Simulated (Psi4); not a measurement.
HFSi, charge +1, doublet, at a GFN2-xTB geometry (a state made from the parent by changing its charge; the spin is typed, not shown lowest), with bond 3-1 at 1.5 times its length; HF/3-21G (Psi4).

Here is a job for Psi4.
```
memory 2 GB

molecule mol {
1 2
  Si   -0.270919   -0.356726    0.337084
  H    -1.036664   -1.365046   -0.396130
  F     0.940380    1.238231   -0.889051
}

set basis 3-21g
set reference uhf
set stability_analysis check
set scf_type pk

energy('scf')
print_variables()
```

Q: What does Psi4 print? Leave out banner, timings and long lists.

A: 
```
   => Loading Basis Set <=

    Name: 3-21G
    Role: ORBITAL
    Keyword: BASIS

         ---------------------------------------------------------
                                   SCF
               by Justin Turney, Rob Parrish, Andy Simmonett
                          and Daniel G. A. Smith
                              UHF Reference
         ---------------------------------------------------------

  ==> Geometry <==

    Molecular point group: cs
    Full point group: Cs

    Geometry (in Angstrom), charge = 1, multiplicity = 2:

       Center              X                  Y                   Z               Mass
    ------------   -----------------  -----------------  -----------------  -----------------
         SI           0.766385917232    -0.500874913778     0.000000000000    27.976926534650
         H            2.032511751143     0.232339086310     0.000000000000     1.007825032230
         F           -1.236395423526     0.725260086368     0.000000000000    18.998403162730

  Running in cs symmetry.

  Rotational constants: A =     10.77848  B =      0.25879  C =      0.25272 [cm^-1]
  Rotational constants: A = 323130.75853  B =   7758.31674  C =   7576.40841 [MHz]
  Nuclear repulsion =   34.897558874406357

  Charge       = 1
  Multiplicity = 2
  Electrons    = 23
  Nalpha       = 12
  Nbeta        = 11

  ==> Algorithm <==

  SCF Algorithm Type is PK.
  DIIS enabled.
  MOM disabled.
  Fractional occupation disabled.
  Guess Type is SAD.
  Energy threshold   = 1.00e-06
  Density threshold  = 1.00e-06
  Integral threshold = 1.00e-12

  ==> Primary Basis <==

  Basis Set: 3-21G
    Blend: 3-21G
    Number of shells: 14
    Number of basis functions: 24
    Number of Cartesian functions: 24
    Spherical Harmonics?: false
    Max angular momentum: 1

  ==> Integral Setup <==

  Using in-core PK algorithm.
   Calculation information:
      Number of atoms:                   3
      Number of AO shells:              14
      Number of primitives:             27
      Number of atomic orbitals:        24
      Number of basis functions:        24

      Integral cutoff                 1.00e-12
      Number of threads:                 1

  Performing in-core PK
  Using 90300 doubles for integral storage.
  We computed 4856 shell quartets total.
  Whereas there are 5565 unique shell quartets.

  ==> DiskJK: Disk-Based J/K Matrices <==

    J tasked:                  Yes
    K tasked:                  Yes
    wK tasked:                  No
[...]
   @UHF iter  20:  -386.40459114004250   -1.86441e-09   1.68815e-07 DIIS
  Energy and wave function converged.

    Negative totally symmetric eigenvalue detected: -0.168526
    Wavefunction unstable!
    Lowest UHF->UHF stability eigenvalues:
      Ap -0.168526      App 0.031002

    Stability analysis over.

  ==> Post-Iterations <==

   @Spin Contamination Metric:   9.276329448E-02
   @S^2 Expected:                7.500000000E-01
   @S^2 Observed:                8.427632945E-01
   @S   Expected:                5.000000000E-01
   @S   Observed:                5.000000000E-01

    Orbital Energies [Eh]
    ---------------------

    Alpha Occupied:

[...]
    Alpha Virtual:

[...]
    Beta Occupied:

[...]
    Beta Virtual:

[...]
      19Ap     3.257180

    Final Occupation by Irrep:
             Ap   App
    DOCC [     9,    2 ]
    SOCC [     1,    0 ]
    NA   [    10,    2 ]
    NB   [     9,    2 ]

  @UHF Final Energy:  -386.40459114004250

   => Energetics <=

    Nuclear Repulsion Energy =             34.8975588744063572
    One-Electron Energy =                -601.0911366781383549
    Two-Electron Energy =                 179.7889866636894283
    Total Energy =                       -386.4045911400424984

  UHF NO Occupations:
  HONO-2 :    8 Ap 1.9964796
  HONO-1 :    9 Ap 1.9570003
  HONO-0 :   10 Ap 1.0000000
  LUNO+0 :   11 Ap 0.0429997
  LUNO+1 :   12 Ap 0.0035204
  LUNO+2 :   13 Ap 0.0007235
  LUNO+3 :    3App 0.0000637

Computation Completed

Properties will be evaluated at   0.000000,   0.000000,   0.000000 [a0]

Properties computed using the SCF density matrix

 Multipole Moments:

 ------------------------------------------------------------------------------------
     Multipole            Electronic (a.u.)      Nuclear  (a.u.)        Total (a.u.)
 ------------------------------------------------------------------------------------

 L = 1.  Multiply by 2.5417464519 to convert [e a0] to [Debye]
 Dipole X            :         -0.5817634            3.0884848            2.5067214
 Dipole Y            :         -0.9153445           -0.4772861           -1.3926306
 Dipole Z            :          0.0000000            0.0000000            0.0000000
 Magnitude           :                                                    2.8675900

 ------------------------------------------------------------------------------------

  Variable Map:
  ----------------------------------------------------------------------------
[...]
[...]
```
